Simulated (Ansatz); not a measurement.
C$_{4}$H$_{12}$GeS$_{4}$, SMILES `C[S][Ge]([S]C)([S]C)[S]C`, relaxed with RKS PBE-D4/def2-SVP in Ansatz 0.2.0 from a rough embedded geometry. The force threshold is 0.03 eV/Å; the program also tests the step.

Total charge 0; spin multiplicity 1.

Start:

```xyz
21

C    -1.484    1.999    1.720
S    -0.610    0.386    2.105
Ge   -0.023   -0.026   -0.019
S    -1.816   -0.126   -1.233
C    -2.524   -1.585   -0.367
S     1.167   -1.904   -0.066
C     1.438   -1.803   -1.858
S     1.238    1.710   -0.721
C     2.575    1.486    0.503
H    -1.881    2.355    2.659
H    -0.767    2.667    1.274
H    -2.300    1.747    1.034
H    -3.477   -1.946   -0.840
H    -1.788   -2.473   -0.423
H    -2.695   -1.295    0.674
H     2.053   -2.721   -2.162
H     2.002   -0.914   -2.116
H     0.477   -1.860   -2.407
H     2.996    0.492    0.411
H     2.118    1.583    1.499
H     3.300    2.228    0.332
```

| step | energy (eV) | largest force (eV/Å) | largest move (Å) |
| --- | --- | --- | --- |
| 1 | -104149.9567 | 1.992 | 0.000 |
| 2 | -104150.2340 | 0.568 | 0.176 |
| 3 | -104150.2892 | 0.117 | 0.200 |
| 4 | -104150.2920 | 0.034 | 0.047 |
| 5 | -104150.2924 | 0.012 | 0.024 |

End:

```xyz
21

C    -1.483    1.908    1.884
S    -0.575    0.331    2.142
Ge   -0.005   -0.001   -0.001
S    -1.804   -0.128   -1.331
C    -2.602   -1.552   -0.484
S     1.165   -1.913   -0.002
C     1.512   -1.955   -1.807
S     1.202    1.705   -0.812
C     2.575    1.599    0.407
H    -1.842    2.229    2.881
H    -0.814    2.683    1.463
H    -2.347    1.760    1.208
H    -3.536   -1.763   -1.038
H    -1.945   -2.442   -0.509
H    -2.841   -1.300    0.568
H     2.120   -2.862   -1.988
H     2.081   -1.058   -2.119
H     0.571   -2.015   -2.388
H     3.059    0.604    0.368
H     2.204    1.788    1.433
H     3.306    2.380    0.125
```

It took 13 s on 4 threads of an AMD EPYC 7R13 on a shared host and a share of an NVIDIA H100 80 GB, with 0.86 GiB of host memory at the peak.
